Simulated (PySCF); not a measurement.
**Electron correlation in V²⁺ (vanadium, charge +2)**

[Ar] 3d3, high-spin 4F determinant. All numbers are calculated (PySCF 2.14, the non-relativistic Hamiltonian (point nucleus), in def2-TZVPPD (6s6p4d2f1g, 67 functions)). Frozen: [Ar]; 3 electrons correlated.

| level | correlation energy (mhartree) |
| --- | --- |
| CCSD | -20.68 |
| (T) | -0.09 |
| CCSD(T) | -20.77 |

Diagnostics: T1 = 0.0034, D1 = 0.0048, largest double amplitude 0.018.

Cost of the coupled-cluster step: of the order of 4 core-seconds, for 3 correlated electrons.
